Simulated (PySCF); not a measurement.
C$_{4}$H$_{15}$NSi$_{2}$ (SMILES CN(C)[SiH2][SiH](C)C), singlet, geometry from GFN2-xTB, with bond 18-6 at 1.4 times its length; PySCF with CASSCF(8,9)/STO-3G.

PySCF was given this input:
```python
from pyscf import gto, scf, mcscf
import numpy

mol = gto.Mole()
mol.atom = '''
    Si    1.379391    0.503803    0.481656
    C     2.686754    1.586403   -0.379145
    C     2.100624   -1.254947    0.643762
    Si   -0.572177    0.567342   -0.757209
    N    -1.679439   -0.596908   -0.130196
    C    -1.895004   -0.768669    1.282880
    C    -2.825720   -1.008696   -0.897853
    H     1.255429    1.030275    1.862094
    H     2.877596    1.243910   -1.392431
    H     3.633383    1.576938    0.153128
    H     2.357795    2.619227   -0.442519
    H     2.310049   -1.680698   -0.333908
    H     1.405109   -1.921783    1.144904
    H     3.028550   -1.262396    1.209413
    H    -1.139332    1.936396   -0.841029
    H    -0.425928    0.148315   -2.161334
    H    -1.001966   -0.487145    1.835330
    H    -2.218655   -2.236189    1.585370
    H    -2.733785   -0.158916    1.643806
    H    -2.605698   -0.923836   -1.958105
    H    -3.708201   -0.395232   -0.676469
    H    -3.071669   -2.050375   -0.670586
'''
mol.basis = 'sto-3g'
mol.charge = 0
mol.spin = 0
mol.verbose = 4
mol.build()

mf = scf.RHF(mol)
mf.kernel()
mc = mcscf.CASSCF(mf, 9, 8)
mc.fix_spin_(ss=0.0)
mc.kernel()
occ = numpy.linalg.eigvalsh(mc.fcisolver.make_rdm1(mc.ci, mc.ncas, mc.nelecas))[::-1]
ss = mc.fcisolver.spin_square(mc.ci, mc.ncas, mc.nelecas)[0]
print('natural occupations', occ.round(4), ' <S^2>', round(ss, 4))
```

Question: What does PySCF print? Leave out banner, timings and long lists.

Answer: 
```
PySCF version 2.14.0

[INPUT] verbose = 4
[INPUT] num. atoms = 22
[INPUT] num. electrons = 74
[INPUT] charge = 0
[INPUT] spin (= nelec alpha-beta = 2S) = 0
[INPUT] symmetry False subgroup None
[INPUT] Mole.unit = angstrom
[INPUT] Symbol           X                Y                Z      unit          X                Y                Z       unit  Magmom
[...]
nuclear repulsion = 466.906811157749
number of shells = 40
number of NR pGTOs = 174
number of NR cGTOs = 58
basis = sto-3g
ecp = {}

******** <class 'pyscf.scf.hf.RHF'> ********
method = RHF
initial guess = minao
damping factor = 0
level_shift factor = 0
DIIS = <class 'pyscf.scf.diis.CDIIS'>
diis_start_cycle = 1
diis_space = 8
diis_damp = 0
SCF conv_tol = 1e-09
SCF conv_tol_grad = None
SCF max_cycles = 50
direct_scf = True
direct_scf_tol = 1e-13
Set gradient conv threshold to 3.16228e-05
Initial guess from minao.
init E= -783.495361975018
[...]
cycle= 1 E= -783.233480488782  delta_E= 0.262  |g|= 0.356  |ddm|= 5.23
[...]
cycle= 2 E= -783.280339309159  delta_E= -0.0469  |g|= 0.106  |ddm|= 0.645
[...]
cycle= 3 E= -783.284491532461  delta_E= -0.00415  |g|= 0.029  |ddm|= 0.18
[...]
cycle= 4 E= -783.284896770117  delta_E= -0.000405  |g|= 0.00327  |ddm|= 0.0647
[...]
cycle= 5 E= -783.284904499541  delta_E= -7.73e-06  |g|= 0.00112  |ddm|= 0.00857
[...]
cycle= 6 E= -783.284905428116  delta_E= -9.29e-07  |g|= 0.000195  |ddm|= 0.00337
[...]
cycle= 7 E= -783.284905459641  delta_E= -3.15e-08  |g|= 4.45e-05  |ddm|= 0.000662
[...]
cycle= 8 E= -783.284905461094  delta_E= -1.45e-09  |g|= 1.17e-05  |ddm|= 0.000133
[...]
cycle= 9 E= -783.284905461196  delta_E= -1.02e-10  |g|= 2.78e-06  |ddm|= 3.8e-05
[...]
Extra cycle  E= -783.284905461202  delta_E= -6.14e-12  |g|= 1.13e-06  |ddm|= 5.97e-06
converged SCF energy = -783.284905461202

******** <class 'pyscf.mcscf.mc1step.CASSCF'> ********
CAS (4e+4e, 9o), ncore = 33, nvir = 16
max_cycle_macro = 50
max_cycle_micro = 4
conv_tol = 1e-07
conv_tol_grad = None
orbital rotation max_stepsize = 0.02
orbital rotation threshold for CI restart = 0.01
augmented hessian ah_max_cycle = 30
augmented hessian ah_conv_tol = 1e-12
augmented hessian ah_linear dependence = 1e-14
augmented hessian ah_level shift = 1e-08
augmented hessian ah_start_tol = 2.5
augmented hessian ah_start_cycle = 3
augmented hessian ah_grad_trust_region = 3
kf_trust_region = 3
kf_interval = 4
ci_response_space = 4
ci_grad_trust_region = 3
with_dep4 0
natorb = False
canonicalization = True
sorting_mo_energy = False
ao2mo_level = 2
internal_rotation = False
******** <class 'pyscf.fci.addons.SpinPenaltyFCISolver'> ********
max. cycles = 50
conv_tol = 1e-08
davidson only = True
linear dependence = 1e-12
level shift = 0.001
max iter space = 12
nroots = 1
pspace_size = 400
spin = None
CASCI E = -783.308465154538  S^2 = 0.0000000
Set conv_tol_grad to 0.000316228
macro iter   1 ( 21 JK    4 micro), CASSCF E = -783.331606272170  dE = -2.31411176e-02  S^2 = 0.0000000
               |grad[o]|=0.0292  |grad[c]|=0.0688  |ddm|=0.0637  |maxRot[o]|=0.202
macro iter   2 ( 21 JK    4 micro), CASSCF E = -783.344215518735  dE = -1.26092466e-02  S^2 = 0.0000000
               |grad[o]|=0.0298  |grad[c]|=0.0513  |ddm|=0.0368  |maxRot[o]|= 0.19
macro iter   3 ( 21 JK    4 micro), CASSCF E = -783.348415129814  dE = -4.19961108e-03  S^2 = 0.0000000
               |grad[o]|=0.0182  |grad[c]|=0.0229  |ddm|=0.0099  |maxRot[o]|=0.115
macro iter   4 (  7 JK    2 micro), CASSCF E = -783.350234383189  dE = -1.81925337e-03  S^2 = 0.0000000
               |grad[o]|=0.00908  |grad[c]|=0.0139  |ddm|=0.0152  |maxRot[o]|=0.0619
macro iter   5 ( 17 JK    4 micro), CASSCF E = -783.351089876379  dE = -8.55493191e-04  S^2 = 0.0000000
               |grad[o]|=0.00558  |grad[c]|=0.0155  |ddm|=0.00614  |maxRot[o]|=0.0903
macro iter   6 (  7 JK    2 micro), CASSCF E = -783.352195720614  dE = -1.10584424e-03  S^2 = 0.0000000
               |grad[o]|=0.00484  |grad[c]|=0.00301  |ddm|=0.00787  |maxRot[o]|=0.0697
macro iter   7 ( 17 JK    4 micro), CASSCF E = -783.359508814284  dE = -7.31309367e-03  S^2 = 0.0000000
               |grad[o]|=0.00604  |grad[c]|=0.0225  |ddm|=0.0409  |maxRot[o]|=0.193
macro iter   8 ( 21 JK    4 micro), CASSCF E = -783.361903004175  dE = -2.39418989e-03  S^2 = 0.0000000
               |grad[o]|=0.0122  |grad[c]|=0.0158  |ddm|=0.0124  |maxRot[o]|=0.0947
macro iter   9 ( 21 JK    4 micro), CASSCF E = -783.362392712083  dE = -4.89707907e-04  S^2 = 0.0000000
               |grad[o]|=0.0112  |grad[c]|=0.0121  |ddm|=0.007  |maxRot[o]|=0.0646
macro iter  10 ( 21 JK    4 micro), CASSCF E = -783.362529263110  dE = -1.36551027e-04  S^2 = 0.0000000
               |grad[o]|=0.0107  |grad[c]|=0.0112  |ddm|=0.00607  |maxRot[o]|=0.0455
macro iter  11 ( 21 JK    4 micro), CASSCF E = -783.362559838305  dE = -3.05751958e-05  S^2 = 0.0000000
               |grad[o]|=0.0105  |grad[c]|=0.011  |ddm|=0.0056  |maxRot[o]|=0.0382
macro iter  12 ( 21 JK    4 micro), CASSCF E = -783.362556318142  dE =  3.52016320e-06  S^2 = 0.0000000
               |grad[o]|=0.0104  |grad[c]|=0.0109  |ddm|=0.00535  |maxRot[o]|=0.0319
macro iter  13 ( 21 JK    4 micro), CASSCF E = -783.364054917448  dE = -1.49859931e-03  S^2 = 0.0000000
               |grad[o]|=0.0102  |grad[c]|=0.00236  |ddm|=0.0037  |maxRot[o]|=0.0524
macro iter  14 ( 17 JK    4 micro), CASSCF E = -783.365569345032  dE = -1.51442758e-03  S^2 = 0.0000000
               |grad[o]|=0.00848  |grad[c]|=0.00485  |ddm|=0.00596  |maxRot[o]|=0.0839
macro iter  15 ( 21 JK    4 micro), CASSCF E = -783.365613806677  dE = -4.44616458e-05  S^2 = 0.0000000
               |grad[o]|=0.00592  |grad[c]|=0.00527  |ddm|=0.00245  |maxRot[o]|=0.0552
macro iter  16 ( 21 JK    4 micro), CASSCF E = -783.365641320515  dE = -2.75138374e-05  S^2 = 0.0000000
               |grad[o]|=0.00573  |grad[c]|=0.00668  |ddm|=0.00282  |maxRot[o]|=0.0712
macro iter  17 ( 21 JK    4 micro), CASSCF E = -783.365648033672  dE = -6.71315684e-06  S^2 = 0.0000000
               |grad[o]|=0.00565  |grad[c]|=0.00767  |ddm|=0.00326  |maxRot[o]|=0.0768
macro iter  18 (  7 JK    2 micro), CASSCF E = -783.366679792077  dE = -1.03175841e-03  S^2 = 0.0000000
               |grad[o]|=0.00567  |grad[c]|=0.00431  |ddm|=0.00357  |maxRot[o]|=0.0672
macro iter  19 ( 15 JK    4 micro), CASSCF E = -783.366985001953  dE = -3.05209876e-04  S^2 = 0.0000000
               |grad[o]|=0.00267  |grad[c]|=0.00328  |ddm|=0.0011  |maxRot[o]|=0.124
macro iter  20 ( 15 JK    4 micro), CASSCF E = -783.367012747965  dE = -2.77460116e-05  S^2 = 0.0000000
               |grad[o]|=0.00101  |grad[c]|=0.00161  |ddm|=0.000518  |maxRot[o]|=0.0414
macro iter  21 ( 15 JK    4 micro), CASSCF E = -783.367029979202  dE = -1.72312365e-05  S^2 = 0.0000000
               |grad[o]|=0.000783  |grad[c]|=0.000558  |ddm|=0.000176  |maxRot[o]|=0.012
macro iter  22 ( 10 JK    2 micro), CASSCF E = -783.367032680649  dE = -2.70144756e-06  S^2 = 0.0000000
               |grad[o]|=0.000273  |grad[c]|=0.00025  |ddm|=7.5e-05  |maxRot[o]|=0.00648
macro iter  23 (  3 JK    1 micro), CASSCF E = -783.367032788074  dE = -1.07424853e-07  S^2 = 0.0000000
               |grad[o]|=5.7e-05  |grad[c]|=0.000113  |ddm|=1.83e-05  |maxRot[o]|=0.00129
macro iter  24 (  1 JK    1 micro), CASSCF E = -783.367032788076  dE = -1.70530257e-12  S^2 = 0.0000000
               |grad[o]|=2.77e-05  |grad[c]|=2.66e-06  |ddm|=    0  |maxRot[o]|=    0
1-step CASSCF converged in  24 macro (383 JK  82 micro) steps
CASSCF canonicalization
Density matrix diagonal elements [1.9345237  1.9787605  1.97345036 1.95825714 0.06145619 0.04568563
 0.01748046 0.01831804 0.01206799]
CASSCF energy = -783.367032788076
CASCI E = -783.367032788076  E(CI) = -10.0540273265536  S^2 = 0.0000000
natural occupations [1.9815e+00 1.9766e+00 1.9735e+00 1.9136e+00 8.6400e-02 2.6500e-02
 2.3500e-02 1.6900e-02 1.5000e-03]  <S^2> 0.0
```
